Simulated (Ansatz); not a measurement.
Ansatz (a first-principles code) job for WO₂Cl₂, SMILES [O]=[W](=[O])([Cl])[Cl], multiplicity 1, PBE/def2-SVPD. The structure is a stationary point at PBE-D3(BJ)/def2-SVP. The spin state was assumed, not searched. The isomer is the one that the SMILES or the coordinates give; other isomers of the formula were not compared. The def2 effective core potentials stand for the cores of W; spin–orbit coupling is left out.

Ansatz 0.2 input:
```yaml
crystal:
  periodic: [false, false, false]
  atoms:
    - {symbol: W, position_ang: [0.00000000, 0.00000000, 0.20173974]}
    - {symbol: O, position_ang: [-0.00000000, -1.36896915, 1.23458265]}
    - {symbol: O, position_ang: [0.00000001, 1.36896915, 1.23458265]}
    - {symbol: Cl, position_ang: [-1.92604501, 0.00000000, -1.02006067]}
    - {symbol: Cl, position_ang: [1.92604500, -0.00000000, -1.02006068]}
basis:
  gaussian:
    orbitals: def2-SVPD
hamiltonian:
  xc: {name: PBE}
```

Log of the run:

```
WARN ansatz: RAYON_NUM_THREADS=1 ignored (pool sized by the plan → 1); use --threads N
Functional definition: PBE
integrals: 0.08 GiB planned
1238 factors; their error is unknown
mean field: 0.47 GiB planned
mean field evaluation 1: about -30927.9704 eV, gradient 1.0e2 eV
mean field evaluation 2: about -30523.4711 eV, gradient 3.5e2 eV
mean field evaluation 4: about -30946.7526 eV, gradient 2.4e1 eV
mean field evaluation 8: about -30947.9192 eV, gradient 1.8e0 eV
mean field evaluation 16: about -30947.8634 eV, gradient 2.7e-4 eV
mean field -30947.86342692 eV, -1137.3130037242 hartree, gradient 2.4e-5 eV, S^2 0.000000; 0 other end points of the search recorded, 0 dependent functions left out
reference -30947.86347938 eV, -1137.3130056520 hartree; 32, 32 occupied and 103, 103 virtual orbitals, 1238 factors
Total energy: -30947.86347938 eV, -1137.3130056520 hartree
```

Self-consistency was reached.
